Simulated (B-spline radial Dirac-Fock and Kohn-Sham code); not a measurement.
How the settings move the core levels of Ho

ΔSCF core binding energies without Breit or QED terms, calculated with a radial B-spline solver. Keys: rel is the Hamiltonian (dirac, or spin-free x2c and nr, where L3 and M5 stand for the whole 2p and 3d shells), method is hf or an exchange,correlation pair (spin-unpolarised, also for the hole states), nuc the nuclear model, radius_factor scales its radius, rmax is the box in bohr, h the logarithmic mesh step, order the B-spline order, points the quadrature points per cell, c_factor scales the speed of light, and damp, ndamp, maxit and tol steer the iteration. The run stops when the commutator error falls below 10·tol·max(1, Z/10), or the numerical noise floor, and the energy has settled to about 1e-8 Ha; the virial ratio is −V/T.

Base input:

```json
{"items": [{"Z": 67, "q": 0, "cfg": [[1, 0, 2], [2, 0, 2], [2, 1, 6], [3, 0, 2], [3, 1, 6], [3, 2, 10], [4, 0, 2], [4, 1, 6], [4, 2, 10], [4, 3, 11], [5, 0, 2], [5, 1, 6], [6, 0, 2]], "A": 165, "rrms": 5.2022, "do": "settings", "holes": ["K", "L3", "M5"],
  "settings": [{"rel": "dirac", "method": "hf", "nuc": "fermi", "radius_factor": 1.0, "rmax": 45.0, "h": 0.3, "order": 8, "points": 10, "c_factor": 1.0, "maxit": 60, "damp": 0.5, "ndamp": 3, "tol": 1e-08}]}]}
```

The ground state converged in 11 iterations, with total energy -12621.37679 Ha, virial ratio 1.90915 and highest orbital energy -5.17 eV. ΔSCF binding energies: K (1s) 55867.5 eV, L3 (2p3/2) 8091.6 eV, M5 (3d5/2) 1355.0 eV.

Changes from the base run:

```tsv
changed setting	Δ total energy (Ha)	Δ K (eV)	Δ L3 (eV)	Δ M5 (eV)	iterations
h = 0.5	+0.40484	+1.21	+1.19	+1.12	11
rel = "nr"; radius_factor = 0.8; c_factor = 0.8	?	?	?	?	?
c_factor = 0.8	-386.61407	+2566.69	+4.05	-18.59	11
nuc = "gauss"; radius_factor = 0.5; h = 0.12	-0.83564	+9.40	-0.06	-0.01	11
rmax = 30.0	0.00000	0.00	0.00	0.00	11
method = "lda,"	+8.95939	-14.56	-36.73	-9.72	16
rel = "nr"	+556.24164	-3651.97	-22.05	+29.48	11
nuc = "gauss"; h = 0.12; order = 5	-0.00710	+0.08	0.00	0.00	11
rmax = 60.0	0.00000	0.00	0.00	0.00	11
nuc = "gauss"	-0.00703	+0.08	0.00	0.00	11
rel = "x2c"	+10.12257	-57.50	+260.89	+15.54	11
order = 7	+0.00009	0.00	0.00	0.00	11
method = "lda,"; order = 7; damp = 0.8	+8.95948	-14.56	-36.73	-9.72	10
```

Q: What does the change rel = "nr"; radius_factor = 0.8; c_factor = 0.8 do?

A: The total energy moves by +556.24164 Ha and the binding energies by K -3651.97 eV, L3 -22.05 eV, M5 +29.48 eV; the run takes 11 iterations.
